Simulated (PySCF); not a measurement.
C2H5FZn.

```xyz
9

Zn     0.1008    -0.4761     0.0000
F     -0.3470    -2.1720     0.0000
C      0.6066     1.4014     0.0000
C     -0.5674     2.3880     0.0000
H      1.2507     1.5637    -0.8812
H      1.2507     1.5637     0.8812
H     -1.2112     2.2669     0.8864
H     -1.2112     2.2669    -0.8864
H     -0.2138     3.4342     0.0000
```

Coordinates come from a B3LYP-D3(BJ)/def2-SVP optimisation. The structure was generated by enumeration; whether it is a known compound was not checked. One conformer was computed; it need not be the lowest.

Calculation: PBE/pcSseg-1 (PySCF). Non-relativistic, no solvent.

Computed absolute GIAO shielding of each atom: isotropic value and principal components (ppm):
| atom | σ(iso) | σ11 | σ22 | σ33 | span |
|---|---|---|---|---|---|
| Zn1 | 1663.8 | 1223.5 | 1265.3 | 2502.4 | 1278.9 |
| F2 | 351.4 | 279.6 | 287.8 | 486.9 | 207.3 |
| C3 | 174.8 | 162.0 | 171.9 | 190.4 | 28.4 |
| C4 | 166.1 | 156.8 | 159.3 | 182.0 | 25.2 |
| H5 | 30.1 | 24.8 | 28.8 | 36.8 | 12.0 |
| H6 | 30.1 | 24.8 | 28.8 | 36.8 | 12.0 |
| H7 | 29.8 | 25.1 | 28.5 | 35.8 | 10.8 |
| H8 | 29.8 | 25.1 | 28.5 | 35.8 | 10.8 |
| H9 | 29.7 | 24.6 | 27.1 | 37.3 | 12.7 |
